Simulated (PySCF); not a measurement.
# Electron correlation in Ge (germanium, neutral)

[Ar] 3d10 4s2 4p2, high-spin 3P determinant. Computed with PySCF 2.14 in x2c-TZVPPall with one added diffuse shell each of s, p, d type (7s6p5d1f, 57 functions), with scalar relativity by spin-free X2C-1e. Frozen: [Ar] 3d10; 4 electrons correlated.

MP2 pair energies summed by pair of shells (mhartree):

```
 pair  energy  share (%)
4s-4p  -29.57       59.8
4s-4s  -15.08       30.5
4p-4p   -4.77        9.7
```

Total MP2 correlation energy: -49.42 mhartree.

Same-spin part -8.63 and opposite-spin part -40.79 mhartree; SCS-MP2 scales them by 1/3 and 6/5 to -51.82 mhartree.
